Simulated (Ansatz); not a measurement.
Ansatz (a first-principles code) input (BLYP/6-31G*):

Ansatz 0.2 input:
```yaml
crystal:
  periodic: [false, false, false]
  atoms:
    - {symbol: B, position_ang: [0.00046200, 0.01056600, 0.81325000]}
    - {symbol: B, position_ang: [-0.00046200, -0.01056600, -0.81325000]}
    - {symbol: H, position_ang: [1.01413400, 0.01099500, 1.44912900]}
    - {symbol: H, position_ang: [-1.01248500, 0.02667200, 1.45007800]}
    - {symbol: H, position_ang: [0.00700800, 0.99439000, -1.46277200]}
    - {symbol: H, position_ang: [-0.00865600, -1.03205800, -1.43643500]}
basis:
  gaussian:
    orbitals: 6-31G*
hamiltonian:
  xc: {name: BLYP}
output: {forces: true}
```

Output:

```
Functional definition: BLYP
integrals: 0.01 GiB planned
466 factors; their error is unknown
mean field: 0.07 GiB planned
mean field evaluation 1: about -1413.1120 eV, gradient 2.0e1 eV
mean field evaluation 2: about -1413.6982 eV, gradient 1.7e1 eV
mean field evaluation 4: about -1414.7443 eV, gradient 1.9e-1 eV
mean field evaluation 8: about -1414.7028 eV, gradient 2.1e-1 eV
mean field -1414.70290551 eV, -51.9893728574 hartree, gradient 4.2e-6 eV, S^2 0.000000; 0 other end points of the search recorded, 0 dependent functions left out
the calculation of the forces begins
reference -1414.70316568 eV, -51.9893824184 hartree; 7, 7 occupied and 31, 31 virtual orbitals, 466 factors
Total energy: -1414.70316568 eV, -51.9893824184 hartree
Atom 0 at     0.000462     0.010566     0.813250 Å, force    -0.000068    -0.001555    -0.119694 eV/Å
Atom 1 at    -0.000462    -0.010566    -0.813250 Å, force     0.000068     0.001555     0.119696 eV/Å
Atom 2 at     1.014134     0.010995     1.449129 Å, force     0.206999     0.000712     0.177870 eV/Å
Atom 3 at    -1.012485     0.026672     1.450078 Å, force    -0.206797     0.003913     0.178064 eV/Å
Atom 4 at     0.007008     0.994390    -1.462772 Å, force     0.001498     0.204570    -0.180657 eV/Å
Atom 5 at    -0.008656    -1.032058    -1.436435 Å, force    -0.001700    -0.209195    -0.175279 eV/Å
Dipole moment:    -0.000000    -0.000000    -0.000000 e Å
```

The geometry given is a B3LYP-D3(BJ)/def2-TZVP minimum.
